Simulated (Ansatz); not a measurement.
Reactions of CH₄S₂Si (`CS[Si]S`).

Calculated with Ansatz (gas phase, PBE0-D4/def2-TZVP geometries, no zero-point term in ΔE). CBS: MP2 limit from def2 TZ/QZ plus the TZ coupled-cluster correction, frozen cores. Small cases extrapolate CCSD(T) itself. For Se outer-core shells are correlated without core-valence functions, which leaves a few kJ/mol of doubt a bond. Scalar relativity is left out up to krypton. Each species was taken in one conformer, which may not be the lowest.

**Question.** Order these by ΔE at CCSD(T)/CBS, lowest first. (Estimate.)
A. `CS[Si]S` + `[SiH3]N[SiH3]` → `[SiH3]N([SiH3])[Si]S` + CH₃SH
B. `CS[Si]S` + H₂Se → `C[SeH]` + `S[Si]S`
C. `CS[Si]S` + H₂ → `[SiH]S` + CH₃SH

**Answer.** B (-0.02 eV), A (+0.14 eV), C (+0.89 eV).

Largest T1 diagnostic: 0.016, for `[SiH]S`.

Extrapolated directly: `CS[Si]S` + H₂ → `[SiH]S` + CH₃SH.
